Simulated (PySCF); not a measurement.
# Peak assignment

Numbering as in the mapped SMILES `[CH:1]#[C:2][Si@H:3]([SiH3:4])[C:5]#[N:6]`; H(Xn) means a hydrogen on atom n.

PySCF 2.14 calculation with NMR shieldings at PBE0/pcSseg-1/GIAO and geometry: GFN2-xTB; one computed conformer, no relativistic terms, rapidly exchanging positions averaged, gas phase.

Referencing at the same level of theory: $^{13}$C (σref 186.93), $^{1}$H (σref 31.72) against TMS.

Task: Assign these signals to the numbered atoms. $^{13}$C{$^{1}$H} NMR (computed): δ 122.0, 108.8, 81.1.

Result: 
```tsv
δ (ppm)	atoms	environment	reason
122.0	C5	nitrile carbon	this is the usual window of a C≡N carbon, which has no attached hydrogen
108.8	C1	terminal alkyne carbon	–
81.1	C2	alkyne carbon	sp carbons lie upfield of alkene carbons because the cylindrical π system leaves one tensor component strongly shielded
```

Task: Assign these signals to the numbered atoms. $^{1}$H NMR (500 MHz, computed): δ 4.92 (m, 1H), 3.68 (d, 3H), 2.18 (d, 1H).

Result: 
4.92 → H(Si3), hydrogen on a silicon bonded to 2 C, Si
3.68 → H(Si4), hydrogen on a silicon bonded to Si
2.18 → H(C1), hydrogen on a terminal alkyne carbon: it lies on the axis of the triple bond, in its shielding cone

Shifts are as computed. Against solution values, carbons near 30 ppm lie about +3 ppm off and those near 130 ppm about +5 ppm. Of 1211 compounds with measured shifts, 218 miss one by over three times the rms of a fit or turn the order of signals round; such compounds aren't used in these exercises. Multiplicities follow the n + 1 count of equivalent neighbours, as no J values were calculated; m marks all less simple cases, F and P coupling included.
